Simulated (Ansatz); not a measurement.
Born–Oppenheimer molecular dynamics of H₅NO₃Ti (10 atoms, charge 0, multiplicity 1). It starts from a relaxed structure.

Computed with RKS PBE0-D4/def2-SVP (Ansatz).

```
ensemble             : NVT, Langevin thermostat
time step            : 0.5 fs
steps asked          : 300
set temperature      : 200 K
friction             : 0.01 /fs
temperature schedule : 75 steps to 200 K, then 225 steps to 600 K
seed                 : 126483
```

First frame:

```xyz
10
Properties=species:S:1:pos:R:3
Ti -0.050 -0.054 0.140
N -0.048 -0.028 2.006
H -0.730 0.473 2.569
H 0.744 -0.308 2.579
O 1.650 -0.060 -0.422
H 2.094 -0.621 -1.064
O -0.997 1.351 -0.439
H -1.689 1.411 -1.101
O -0.839 -1.545 -0.465
H -1.227 -2.268 0.035
```

(1) How far do the bonds stretch over the last three quarters of this one trajectory? (Pairs bonded in most of those frames.)

Results:

(1) 
```csv
bond,mean (Å),spread (Å),shortest,longest
Ti1–N2,1.866,0.011,1.84,1.89
Ti1–O5,1.794,0.033,1.74,1.86
Ti1–O7,1.795,0.029,1.75,1.84
Ti1–O9,1.794,0.027,1.75,1.84
N2–H3,1.018,0.020,0.96,1.08
N2–H4,1.021,0.034,0.96,1.08
O5–H6,0.963,0.018,0.93,1.00
O7–H8,0.963,0.025,0.92,1.01
O9–H10,0.961,0.015,0.93,0.99
```

Mean temperature of the second half: 308 K. The schedule's set-point averaged 467 K over the second half and the system 308 K, so it lags behind the ramp. A run of 0.15 ps of so small a system gives no equilibrium averages.

Run time: 29 min on 2 threads of Intel(R) Xeon(R) Platinum 8259CL CPU @ 2.50GHz (Skylake/Cascade Lake), with other jobs on the host, peak memory 0.31 GiB.
